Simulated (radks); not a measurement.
Numerical settings for neutral krypton, [Kr]. Calculated with a radial shooting solver on a logarithmic mesh with Libxc functionals: scalar-relativistic Kohn-Sham, LDA (Slater exchange, Perdew-Wang correlation), spin-polarised, spherical densities, point nucleus. The defaults (mesh step 0.008 in ln r, mesh end at 40 bohr or more with all orbitals vanishing there, Anderson mixing 0.5 over 9 steps, residual threshold near 1e-9 with the energy settled to 1e-9 hartree or 1e-11 of itself, here a cap of 63 iterations) give E = -2786.8430 hartree and 4p at -9.390 eV in 14 iterations. Run on one thread of a shared host, so times are rough (Intel(R) Xeon(R) Platinum 8488C): 0.32 s of CPU time, 0.32 s wall, 14 iterations on 2669 mesh points. Changes against that run (0 stands for a change within the tolerance of the run):

setting,iterations,converged,E (mhartree),e(4p) (meV),CPU (s)
mesh step in ln r 0.03,14,yes,+0.000403,0,0.1
mesh step in ln r 0.005,14,yes,0,0,0.46
mesh step in ln r 0.2,2,no,diverged,-,0.02
mesh end (bohr) 12,14,yes,+0.000306,+0.0407,0.27
mesh end (bohr) 400,14,yes,0,0,0.32
residual threshold 1e-05,10,yes,0,+0.0298,0.25
residual threshold 0.01,10,yes,0,+0.0298,0.25
mixing 2.5,17,yes,0,0,0.38
"linear mixing, mixing 1",63,no,+7.59e+04,-4.12e+05,3.9
"linear mixing, mixing 0.5",30,yes,0,0,0.52
mixing history 2,16,yes,0,0,0.33
iteration cap 8,8,no,+0.000342,+1.46,0.19

No run marked as converged misses the energy by more than 1 mhartree. A mesh that ends early acts as a hard wall.
